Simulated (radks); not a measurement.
The promethium ion Pm4+, configuration [Xe] 4f3 (the NIST ground configuration).

Method: Dirac Kohn-Sham, Slater X-alpha with alpha = 1.045, spin-unpolarised, spherical densities, finite nucleus; open shells fill j = l - 1/2 first; Fermi nuclear charge, rms radius 4.962 fm; computed with a radial shooting solver on a logarithmic mesh with Libxc functionals.

Energy parts (eV):
| part | energy |
|---|---|
| total | -275742.03 |
| kinetic | 298233.00 |
| electron-nucleus | -669235.45 |
| Hartree | 104530.22 |
| exchange | -9269.81 |

Orbitals (lengths in bohr, moments of r in powers of bohr; <r^-3> diverges for s and p1/2; r(max) is where P^2 peaks; r(90%) holds 90 % of the orbital's charge):
| orbital | occ. | eigenvalue (eV) | <r^-3> | r(max) | r(90%) |
|---|---|---|---|---|---|
| 1s1/2 | 2 | -45315.46 | - | 0.01477 | 0.0418 |
| 2s1/2 | 2 | -7464.644 | - | 0.08369 | 0.152 |
| 2p1/2 | 2 | -7090.655 | - | 0.06339 | 0.135 |
| 2p3/2 | 4 | -6521.692 | 8520 | 0.06893 | 0.144 |
| 3s1/2 | 2 | -1689.777 | - | 0.2375 | 0.380 |
| 3p1/2 | 2 | -1526.336 | - | 0.2241 | 0.372 |
| 3p3/2 | 4 | -1410.953 | 1781 | 0.2359 | 0.389 |
| 3d3/2 | 4 | -1123.569 | 297.8 | 0.1880 | 0.361 |
| 3d5/2 | 6 | -1098.301 | 267.6 | 0.1913 | 0.367 |
| 4s1/2 | 2 | -387.4056 | - | 0.5467 | 0.839 |
| 4p1/2 | 2 | -324.0602 | - | 0.5517 | 0.867 |
| 4p3/2 | 4 | -298.2780 | 399.4 | 0.5764 | 0.906 |
| 4d3/2 | 4 | -192.6345 | 57.01 | 0.5859 | 0.989 |
| 4d5/2 | 6 | -187.9024 | 50.69 | 0.5938 | 1.00 |
| 4f5/2 | 3 | -63.1985 | 7.777 | 0.5909 | 1.33 |
| 4f7/2 | 0 | -62.5197 | 7.565 | 0.5949 | 1.34 |
| 5s1/2 | 2 | -92.8008 | - | 1.230 | 1.90 |
| 5p1/2 | 2 | -73.6743 | - | 1.319 | 2.08 |
| 5p3/2 | 4 | -69.2007 | 69.28 | 1.379 | 2.17 |

The highest occupied level is 4f5/2 at -63.199 eV. The density falls to 0.001 e/bohr^3 at r = 3.07 bohr.
